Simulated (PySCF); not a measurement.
**Two-component Hartree-Fock for Al³⁺ (aluminium, charge +3)**

Start: [Ne]. Calculated with PySCF 2.14 in x2c-SVPall-2c: generalised Hartree-Fock with the X2C-1e Hamiltonian and a Gaussian nucleus; one run each with spin-orbit coupling (SO) switched off, then screened by Boettger's factors.

```csv
spinor shell,electrons,"ε, spin-free (eV)","ε, screened SO (eV)",weight of nominal j (screened SO),"rms radius, screened SO (bohr)"
1s1/2,2,-1629.5,-1629.5,1.000,0.139
2s1/2,2,-167.80,-167.80,1.000,0.676
2p1/2,2,-121.69,-122.01,1.000,0.667
2p3/2,4,-121.69,-121.53,1.000,0.669
```

```tsv
quantity	spin-free	screened SO
E (hartree)	-240.34650	-240.34659
M_J	0	0
⟨J²⟩	0.000	0.000
⟨L²⟩	0.000	0.000
⟨S²⟩	0.000	0.000
```

Without spin-orbit coupling the j labels of p, d and f shells carry no meaning; the spin-free column gives the mean over the occupied spinors of each nl shell.
